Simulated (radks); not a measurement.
The numbers below are computed, except where a source is named.
These are the eigenvalues of the occupied orbitals of an atom or ion with whole-number occupations (eV). Level of theory: scalar-relativistic Kohn-Sham, PBE, spin-unpolarised, spherical densities, point nucleus (a radial shooting solver on a logarithmic mesh with Libxc functionals).

| orbital | eigenvalue |
|---|---|
| 1s | -34742.38 |
| 2s | -7686.062 |
| 2p | -7239.929 |

Which element is it, and in what charge state? The configuration may be excited.

Answer. Z = 52, tellurium, charge +43: Te43+ in [He] 2s2 2p5. The list shows which subshells hold electrons but not how many an open one holds; the 1s level, -1276.8 hartree, gives Z - s = 50.5 by -(Z - s)^2/2, which with screening and relativity narrows Z to a few neighbours, and the depths of the outer levels then fix element, charge and occupations together.
